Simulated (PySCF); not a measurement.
Compound: C5H8NSi2 (doublet state).
Numbering: `[N:1]#[C:2][C:3]#[C:4][SiH2:5][CH2:6][CH2:7][SiH2:8]` (hydrogens: H9, H10 on Si5; H11, H12 on C6; H13, H14 on C7; H15, H16 on Si8)

Structure used (GFN2-xTB), in Å, numbered top down from 1:
```
atom  x, y, z in Å
N1    -0.558    4.400   -2.336
C2    -0.225    3.319   -2.117
C3     0.166    2.044   -1.859
C4     0.488    0.909   -1.559
Si5    1.045   -0.840   -1.317
C6    -0.250   -1.716   -0.232
C7    -0.279   -1.249    1.230
Si8   -0.725    0.583    1.433
H9     1.110   -1.483   -2.633
H10    2.352   -0.797   -0.653
H11   -0.060   -2.793   -0.256
H12   -1.242   -1.577   -0.670
H13    0.697   -1.433    1.684
H14   -0.992   -1.872    1.778
H15    0.393    1.510    1.432
H16   -1.927    1.006    0.734
```

The hyperfine couplings belong to this conformer and change with its torsions.

Method: PySCF, UKS B3LYP, pcH-1 on C H N Si, non-relativistic, mean-field spin-orbit, GIAO. Isolated species at its GFN2-xTB geometry (one conformer only). A GFN2-xTB geometry isn't a minimum of the functional, and hyperfine couplings can be far from their values at a DFT geometry, by a factor of two or more for some ions and for spin on atoms past the first row. Stability of the SCF solution: not tested.

Principal values of hyperfine tensors in MHz (contact, dipolar and spin–orbit terms together), for some of the nuclei:

```
atom  isotope     A1     A2     A3
  C6      13C  40.07  40.22  47.11
 H14       1H  16.84  18.30  27.55
 H11       1H  12.18  13.02  16.65
  C7      13C   4.12   4.43   9.60
  C3      13C   0.79   2.07  14.60
  C4      13C   2.37   5.29   7.32
 Si5     29Si  -5.35  -4.87  -4.22
 H16       1H  -6.43   7.00  13.50
```

Q: Give the isotropic coupling of each nucleus in MHz and in mT (g = 2.0034), and the anisotropic part.

A: a_iso = (A1 + A2 + A3)/3, Ti = Ai − a_iso; 1 mT corresponds to 28.040 MHz. The tensors hold a spin–orbit part: the run splits a_iso into a_FC + a_SO, and T includes its anisotropic share.

```csv
atom,a_iso (MHz),a_FC,a_SO,a_iso (mT),T1,T2,T3
C6,42.47,42.47,0.00,1.514,-2.39,-2.25,4.64
H14,20.90,20.90,0.00,0.745,-4.06,-2.60,6.65
H11,13.95,13.95,0.00,0.497,-1.77,-0.93,2.70
C7,6.05,6.02,0.03,0.216,-1.93,-1.62,3.55
C3,5.82,5.84,-0.02,0.208,-5.03,-3.75,8.78
C4,5.00,4.99,0.01,0.178,-2.62,0.30,2.32
Si5,-4.81,-4.82,0.01,-0.172,-0.54,-0.06,0.59
H16,4.69,4.67,0.02,0.167,-11.12,2.31,8.81
```

Q: What spin density at the nucleus of C6 lies behind its contact coupling (g_N = 1.40482)?

A: a_FC = (2μ0/3) gₑ μB g_N μN ρ(0)/(2S·h) = 800.24 MHz × g_N × ρ(0)/(2S), with ρ in bohr⁻³. With a_FC = 42.47 MHz and 2S = 1, ρ(0) = 0.03778 bohr⁻³.

Q: Si8 (29Si, g_N = -1.11058) isn't in the table. Its spin density at the nucleus is 0.3572 bohr⁻³. What is its contact coupling?

A: By the same relation, a_FC = -317.4 MHz. The spin–orbit term adds +1.13 MHz. Its full tensor has the principal values -500.59, -224.35, -224.01 MHz.

Q: Which nucleus of the table has the largest anisotropic coupling, and what is its form?

A: H16: -11.1, 2.3, 8.8 MHz, rhombic: the two smaller values differ by 58 % of the largest.

Q: In a single crystal, with the field along each principal axis of the tensor of H14 in turn, what first-order splitting does this nucleus give (isotropic g, quadrupole terms neglected)?

A: 2 lines (I = 1/2), spaced by |A_i|/(g × 13.996): 0.60, 0.65, 0.98 mT along the axes of A1, A2 and A3.
